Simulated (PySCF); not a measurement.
SMILES O[SiH2][SiH2]c1ccccc1 at its GFN2-xTB optimised geometry (Å):

```
19

O     -3.5859    -2.7092    -0.3504
Si    -2.8236    -1.2766    -0.1903
Si    -0.5500    -1.6031     0.0040
C      0.3951     0.0318     0.0000
C     -0.2559     1.2609     0.0008
C      0.4546     2.4485     0.0021
C      1.8388     2.4269     0.0013
C      2.5053     1.2126     0.0000
C      1.7862     0.0318     0.0000
H     -3.5452    -3.3929     0.3100
H     -3.4054    -0.5715     0.9646
H     -3.2835    -0.6226    -1.4123
H      0.0383    -2.4332    -1.0644
H     -0.1630    -2.3084     1.2463
H     -1.3378     1.2892    -0.0007
H     -0.0712     3.3929     0.0029
H      2.3966     3.3523     0.0011
H      3.5859     1.1891    -0.0014
H      2.3103    -0.9135    -0.0010
```

Computed with PySCF 2.14.0 with PBE/def2-SVP. Cells within 0.4 Å of a nucleus heavier than hydrogen are left out (blank, or x).

Map of the electron localisation function on the plane z = 0.0 Å:

```
|0000000000000000000000000|
|0000000000000000000000000|
|0000000000000000000000000|
|0000000000499300598100000|
|0000000001999801999700000|
|0000000000999913999700000|
|0000000000299765998100000|
|0000000000033x8xx61000000|
|0000000399669475684687000|
|00000003999xx6037x7999400|
|00000000999xx6036x8999500|
|0000010005469474885898100|
|000024410004xx9xx51000000|
|0001462155489675997000000|
|000021x479105715999400000|
|000020x5893x1301999600000|
|0015782188070300187100000|
|0047877324225310000000000|
|0025887201123100000000000|
|0002797100001000000000000|
|0000575000000000000000000|
|0000120000000000000000000|
|0000000000000000000000000|
|0000000000000000000000000|
|0000000000000000000000000|
```
Scale: ten equal steps from 0.000 (start of '0') to 1.000 (end of '9'), in the order '0123456789'; x runs from -6.00 to 6.00, y from -6.00 (bottom) to 6.00 (top).
